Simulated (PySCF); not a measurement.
ClHSZn, SMILES [Cl][Zn][SH].

Geometry: B3LYP-D3(BJ)/def2-TZVP. Other conformers were not sampled.

Computed with C-PCM-B3LYP/def2-SVP (PySCF).

The values are the electrostatic part of the solvation free energy, E(continuum) − E(gas) at the gas-phase geometry, in a cavity of scaled van der Waals radii (PySCF's table); cavitation and dispersion terms are not included. A continuum can't describe solvent molecules that bind to the metal. In vacuum the orbital gap is 5.71 eV. The dipole moment in vacuum is 1.26 D.

```json
[
 {"solvent": "water", "ε": "78.36", "ΔG(elec) (kcal/mol)": "___", "dipole (D)": "___", "gap (eV)": "___"},
 {"solvent": "n-hexane", "ε": "1.88", "ΔG(elec) (kcal/mol)": "-7.3", "dipole (D)": "1.33", "gap (eV)": "5.89"},
 {"solvent": "cyclohexanone", "ε": "15.62", "ΔG(elec) (kcal/mol)": "-16.4", "dipole (D)": "1.40", "gap (eV)": "6.13"}
]
```

**Question.** Some entries are withheld; supply them. (An estimate is asked for; the answer gives what the named calculation found.)

**Answer.** 
- water, ΔG(elec) (kcal/mol): -17.5
- water, dipole (D): 1.41
- water, gap (eV): 6.17
